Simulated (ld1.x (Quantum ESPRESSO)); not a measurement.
**u(r) = r·R(r): atom against pseudo-atom (Ni (Z = 28))**

Columns: radius, all-electron u(r) and pseudo u(r) of the 4s shell (level -5.64 eV) of nickel in the configuration [Ne] 3s2 3p6 3d8 4s2 4p0; PBE, scalar-relativistic, PAW scheme, ld1.x (Quantum ESPRESSO) 7.5.

| r (bohr) | all-electron | pseudo |
| --- | --- | --- |
| 0.078 | -0.0247 | 0.1699 |
| 0.155 | -0.1647 | 0.3208 |
| 0.232 | -0.1072 | 0.4407 |
| 0.310 | 0.0336 | 0.5203 |
| 0.388 | 0.1639 | 0.5532 |
| 0.465 | 0.2453 | 0.5409 |
| 0.542 | 0.2747 | 0.4901 |
| 0.620 | 0.2599 | 0.4089 |
| 0.698 | 0.2130 | 0.3093 |
| 0.775 | 0.1466 | 0.2033 |
| 0.852 | 0.0695 | 0.0983 |
| 0.930 | -0.0128 | -0.0013 |
| 1.008 | -0.0947 | -0.0917 |
| 1.085 | -0.1720 | -0.1719 |
| 1.162 | -0.2441 | -0.2442 |
| 1.240 | -0.3107 | -0.3107 |
| 1.318 | -0.3704 | -0.3704 |
| 1.395 | -0.4226 | -0.4226 |
| 1.472 | -0.4680 | -0.4680 |
| 1.550 | -0.5076 | -0.5076 |
| 1.628 | -0.5412 | -0.5412 |
| 1.705 | -0.5688 | -0.5688 |
| 1.782 | -0.5914 | -0.5914 |
| 1.860 | -0.6096 | -0.6096 |
| 1.938 | -0.6235 | -0.6235 |
| 2.015 | -0.6335 | -0.6335 |

Q: How many radial nodes do the two functions have?

A: The all-electron 4s function has n − l − 1 = 3 (the table is too coarse to show those close to the nucleus); the pseudo-wave has 1, since 1 lower shell of the same l stays in the valence.

Q: At about which radius was the pseudo-wave matched?

A: 1.25 bohr. The columns agree to 0.0005 from 1.08 bohr on; several derivatives are matched, so the curves merge somewhat inside the radius.

Q: Is the pseudo-wave norm-conserving?

A: No, it belongs to a PAW set: the norm inside the radius is not constrained, and the difference is carried by the augmentation charge.
